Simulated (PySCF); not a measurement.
## 5-methylquinoxaline (SMILES Cc1cccc2nccnc12)

Geometry (Å), atoms numbered from 1 in this order:
```xyz
19

C    -2.207   -1.355   -0.093
C    -1.281   -0.183   -0.020
C    -1.734    1.116    0.088
C    -0.845    2.215    0.156
C     0.515    2.025    0.116
C     1.030    0.710    0.005
N     2.372    0.518   -0.035
C     2.794   -0.716   -0.137
C     1.902   -1.817   -0.204
N     0.602   -1.664   -0.168
C     0.131   -0.399   -0.063
H    -2.050   -1.922   -1.023
H    -3.257   -1.034   -0.046
H    -2.013   -2.061    0.728
H    -2.811    1.302    0.123
H    -1.254    3.225    0.241
H     1.226    2.851    0.166
H     3.877   -0.885   -0.170
H     2.295   -2.838   -0.290
```

Level of theory: TDDFT CAM-B3LYP/aug-cc-pVDZ excited states, vertical, gas phase (PySCF). Geometry: PBE0-D3(BJ)/def2-SVP.

Singlets 7 and 8 lie within 0.01 eV of each other, so their separate moments and overlaps can depend on how they mix.

(1) Give the one- and two-photon strengths of the lowest singlets.

Results:

(1) δ for parallel linear polarisation; σ at the peak of a Lorentzian of half width 0.1 eV, single beam; Ω is circular over linear.
```tsv
state	E (eV)	f	photon λ (nm)	δ (au)	σ (GM)	Ω	main
S1	3.77	0.002	658	<0.1	0.00	–	HOMO−1→LUMO 0.95
S2	4.31	0.052	576	20.4	0.14	1.29	HOMO→LUMO 0.96
S3	4.54	0.069	547	3.42	0.03	1.25	HOMO−2→LUMO 0.70, HOMO→LUMO+1 0.27
S4	5.09	0.000	488	0.37	0.00	1.50	HOMO−1→LUMO+1 0.87, HOMO−3→LUMO 0.08
S5	5.56	0.000	446	4.28	0.05	1.50	HOMO−3→LUMO 0.83, HOMO−1→LUMO+1 0.09
S6	5.74	0.686	432	156	1.88	0.55	HOMO→LUMO+1 0.62, HOMO−2→LUMO 0.23
```

Among these, the strongest one-photon state is S6, the strongest two-photon state S6, with a dipole change of 1.8 D (relaxed, norm of the difference vector).
